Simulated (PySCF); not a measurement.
## Electron correlation in Tl (thallium, neutral)

[Xe] 4f14 5d10 6s1 6p1 7s1, high-spin 4P determinant (an excited configuration). Calculation: PySCF 2.14, in aug-cc-pVTZ-PP with one added diffuse shell each of d, f type with ECP60MDF (6s5p5d3f, 67 functions); scalar relativity through the core potential. Frozen: 5s2 5p6 5d10; 3 electrons correlated.

```
  level  correlation energy (mhartree)
   CCSD                          -8.78
    (T)                          -0.07
CCSD(T)                          -8.85
```

Diagnostics: T1 = 0.010, D1 = 0.0236, largest double amplitude 0.036.

Spin-orbit coupling, absent here, splits the open shell strongly. The outer electron is Rydberg-like, and this basis confines it to a smaller radius and binds it less than a complete one would.

Cost of the coupled-cluster step: 2.3 s of wall time on 1 thread of Neoverse-V1 (shared host), for 3 correlated electrons.
